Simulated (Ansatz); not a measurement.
Ansatz (a program for electronic structure) input (B3LYP-D3(BJ)/def2-TZVP):

Ansatz 0.2 input:
```yaml
crystal:
  periodic: [false, false, false]
  atoms:
    - {symbol: Si, position_ang: [-0.01778267, 0.41491245, 0.37420949]}
    - {symbol: O, position_ang: [-1.19098546, -0.61055711, -0.08206505]}
    - {symbol: C, position_ang: [-2.55015851, -0.45483363, 0.13534003]}
    - {symbol: O, position_ang: [1.27211771, -0.37876522, -0.21069671]}
    - {symbol: C, position_ang: [2.59232819, 0.03602336, -0.14753689]}
    - {symbol: H, position_ang: [-0.17528084, 1.73832795, -0.23290359]}
    - {symbol: H, position_ang: [-3.07155799, -1.25476384, -0.39124249]}
    - {symbol: H, position_ang: [-2.78476875, -0.51570530, 1.20199846]}
    - {symbol: H, position_ang: [-2.90394793, 0.50992835, -0.23851530]}
    - {symbol: H, position_ang: [3.19846503, -0.67719531, -0.70709203]}
    - {symbol: H, position_ang: [2.71649145, 1.03134123, -0.58327516]}
    - {symbol: H, position_ang: [2.94318472, 0.06942435, 0.88790986]}
basis:
  gaussian:
    orbitals: def2-TZVP
hamiltonian:
  xc: b3lyp
  dispersion: d3bj
magnetization: {spin_polarized: true, initial_magnetization: 1}
relax: {f_tol: 0.002, max_steps: 150}
```

End of the output:

```
reference -14163.71899273 eV, -520.5070724693 hartree; 25, 24 occupied and 178, 179 virtual orbitals, 1231 factors
relax step   7: F+E_penalty+E_count = -14164.09659671 eV  Δ(F+E_penalty+E_count) = -1.247e-4 eV  max|allowed force component| = 2.129e-2 eV/Å  Δτ_max = 0.0103 Å  (31 SCF iters, accepted)
these checks for a lower state are left out or cut short: starts, cluster_reference, orbital_swaps, neighbouring_geometries, increment
integrals: 0.11 GiB planned
1231 factors; their error is unknown
0.26 GiB of the device are held for the grids
1.00 GiB of device memory are held for the factors and their scratch space
mean field: 1.07 GiB planned
mean field evaluation 64: about -14163.7186 eV, gradient 1.6e-4 eV
mean field -14163.71863783 eV, -520.5070594270 hartree, gradient 2.0e-5 eV, S^2 0.752128; 0 other end points of the search recorded, 0 dependent functions left out
the calculation of the forces begins
reference -14163.71894231 eV, -520.5070706164 hartree; 25, 24 occupied and 178, 179 virtual orbitals, 1231 factors
relax step   8: F+E_penalty+E_count = -14164.09665761 eV  Δ(F+E_penalty+E_count) = -6.090e-5 eV  max|allowed force component| = 6.774e-3 eV/Å  Δτ_max = 0.0123 Å  (32 SCF iters, accepted)
these checks for a lower state are left out or cut short: starts, cluster_reference, orbital_swaps, neighbouring_geometries, increment
integrals: 0.11 GiB planned
1231 factors; their error is unknown
0.26 GiB of the device are held for the grids
1.00 GiB of device memory are held for the factors and their scratch space
mean field: 1.07 GiB planned
mean field -14163.71861991 eV, -520.5070587683 hartree, gradient 2.2e-5 eV, S^2 0.752128; 0 other end points of the search recorded, 0 dependent functions left out
the calculation of the forces begins
reference -14163.71892442 eV, -520.5070699589 hartree; 25, 24 occupied and 178, 179 virtual orbitals, 1231 factors
relax step   9: F+E_penalty+E_count = -14164.09666379 eV  Δ(F+E_penalty+E_count) = -6.173e-6 eV  max|allowed force component| = 1.341e-3 eV/Å  Δτ_max = 0.0027 Å  (26 SCF iters, accepted)
integrals: 0.11 GiB planned
1231 factors; their error is unknown
0.26 GiB of the device are held for the grids
1.00 GiB of device memory are held for the factors and their scratch space
mean field: 1.07 GiB planned
mean field -14163.71861991 eV, -520.5070587683 hartree, gradient 2.6e-5 eV, S^2 0.752128; 1 other end points of the search recorded, 0 dependent functions left out
the calculation of the forces begins
reference -14163.71892442 eV, -520.5070699589 hartree; 25, 24 occupied and 178, 179 virtual orbitals, 1231 factors
Total energy: -14164.09696830 eV, -520.5209628152 hartree
Atom 0 at     0.000935     0.258855     0.438884 Å, force     0.000100    -0.000768    -0.000563 eV/Å
Atom 1 at    -1.234125    -0.723179    -0.017178 Å, force    -0.001341     0.001115     0.000875 eV/Å
Atom 2 at    -2.612863    -0.422627     0.129756 Å, force     0.000721     0.000086     0.000017 eV/Å
Atom 3 at     1.342270    -0.477442    -0.158063 Å, force     0.001211     0.000844     0.000771 eV/Å
Atom 4 at     2.647183     0.079341    -0.159273 Å, force    -0.000470    -0.000163    -0.000087 eV/Å
Atom 5 at    -0.163730     1.612387    -0.207430 Å, force    -0.000135    -0.000028    -0.000377 eV/Å
Atom 6 at    -3.177970    -1.181716    -0.410033 Å, force    -0.000297    -0.000108    -0.000059 eV/Å
Atom 7 at    -2.912176    -0.443147     1.181135 Å, force     0.000396     0.000076    -0.000943 eV/Å
Atom 8 at    -2.856372     0.559202    -0.288293 Å, force     0.000171    -0.000667     0.000578 eV/Å
Atom 9 at     3.285917    -0.571819    -0.755045 Å, force     0.000051     0.000197    -0.000147 eV/Å
Atom 10 at     2.655711     1.080083    -0.602487 Å, force     0.000117    -0.000387     0.000723 eV/Å
Atom 11 at     3.053325     0.138201     0.854157 Å, force    -0.000523    -0.000196    -0.000788 eV/Å
Dipole moment:    -0.019073     0.234908     0.062646 e Å
```

It need not be the lowest isomer of its formula.
